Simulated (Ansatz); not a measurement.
`[GeH3][SiH]1BO1` + H–F → `F[SiH]1BO1` + GeH₄ at 400 K and 1 bar (cleavage of the Si–Ge bond).

Program: Ansatz. Geometries: PBE0-D4/def2-TZVP. ΔE: electronic, gas phase. CCSD(T)/CBS adds triple-zeta CCSD(T) − MP2 to the extrapolated MP2 energy (def2 sets, frozen cores). This one scheme is used for every species. For Ge outer-core shells are correlated without core-valence functions, which leaves a few kJ/mol of doubt a bond. Scalar relativity is left out up to krypton.

```tsv
species	CCSD(T)/CBS energy (Eh)	H − E (kJ/mol)	S (J/(mol·K))
`[GeH3][SiH]1BO1`	-2468.17523	158.8	375.3
H–F	-100.39570	36.5	182.2
`F[SiH]1BO1`	-490.11970	95.5	307.5
GeH₄	-2078.49493	93.6	231.8
```

H − E and S are ideal-gas, rigid-rotor, harmonic terms from PBE0-D4/def2-TZVP, for one conformer and one mirror image of each species. 1 Eh = 2625.50 kJ/mol, R = 8.31446 J/(mol·K).

Q: By hand: ΔE, ΔH, ΔS and ΔG.

A: ΔE = (-490.11970) + (-2078.49493) − (-2468.17523) − (-100.39570) = -0.04370 Eh = -114.7 kJ/mol. Δ(H − E) = 95.5 + 93.6 − 158.8 − 36.5 = -6.2, so ΔH = -120.9 kJ/mol. ΔS = 307.5 + 231.8 − 375.3 − 182.2 = -18.2 J/(mol·K). ΔG = -120.9 − 400 × (-18.2)/1000 = -113.6 kJ/mol.

Q: By hand: the equilibrium constant, and the temperature at which ΔG would vanish if ΔH and ΔS stayed fixed.

A: log₁₀ K = −ΔG/(RT ln 10) = 14.8. ΔG = 0 at ΔH/ΔS = 6643 K, far beyond where these terms or the molecules hold.

ΔH outweighs TΔS. A doubt of 5 kJ/mol in ΔE shifts log₁₀ K by 0.7 here. Other conformers and mirror images would add mixing entropy, several J/(mol·K) or more a flexible species. These are equilibria of isolated gas molecules and say nothing of rates. Largest T1 diagnostic: 0.015 (customary marks: 0.02 for closed shells, 0.045 for open ones).
